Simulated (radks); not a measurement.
Problem. All-electron atom: Hf- in [Xe] 4f14 5d3 6s2. Calculated with a radial shooting solver on a logarithmic mesh with Libxc functionals: scalar-relativistic Kohn-Sham, LDA (Slater exchange, VWN5 correlation), spin-polarised, spherical densities, point nucleus; open shells are filled with parallel spins first (spin-orbit coupling, left out, can overturn this in heavy ions); hard spherical wall at 10 bohr. Some entries of the table are withheld. Estimate them.

orbital  occ.  eigenvalue (eV)  r(max) (bohr)  <1/r> (bohr^-1)
1s down     1        -65225.05        0.01191            83.77
1s up       1        -65225.05        0.01191            83.77
2s up       1        -11149.93        0.06811            19.56
2s down     1        -11149.87        0.06811            19.56
2p up       3        -9793.128        0.05568            17.85
2p down     3        -9793.080        0.05568            17.85
3s up       1        -2534.458         0.1923            7.233
3s down     1        -2534.445         0.1923            7.233
3p up       3        -2129.191         0.1899            6.708
3p down     3        -2129.177         0.1899            6.708
3d up       5        -1648.718         0.1546            6.348
3d down     5        -1648.685         0.1546            6.348
4s up       1        -504.2255         0.4374            3.068
4s down     1        -504.1870         0.4374            3.068
4p up       3        -371.2058         0.4583            2.793
4p down     3        -371.1663         0.4583            2.793
4d up       5        -199.3190         0.4709            2.476
4d down     5        -199.2641         0.4709            2.476
5s up       1         -60.3068          1.015            1.172
5s down     1         -59.6493          1.013            1.177
5p up       3         -29.0370          1.161           0.9700
5p down     3         -28.1169          1.157           0.9768
4f up       7          -9.9478         0.4538            1.914
4f down     7          -9.7669         0.4536            1.921
6s up       1          -0.0962          2.991           0.3416
6s down     1           0.8769          3.110           0.3213
5d up       3           2.8597          1.764           0.4796
6p up       0           3.0791          4.657           0.2349
6p down     0           3.6215          5.101           0.2207
5d down     0           3.9649          1.756           0.4378
7s up       0           5.4984            (1)           0.2206
7s down     0           5.9608            (2)           0.2282
5f up       0           7.8676            (3)           0.1612
5f down     0           8.1267            (4)           0.1584

Solution. 
(1) 7s up r(max) (bohr): 7.009
(2) 7s down r(max) (bohr): 7.135
(3) 5f up r(max) (bohr): 6.862
(4) 5f down r(max) (bohr): 6.941
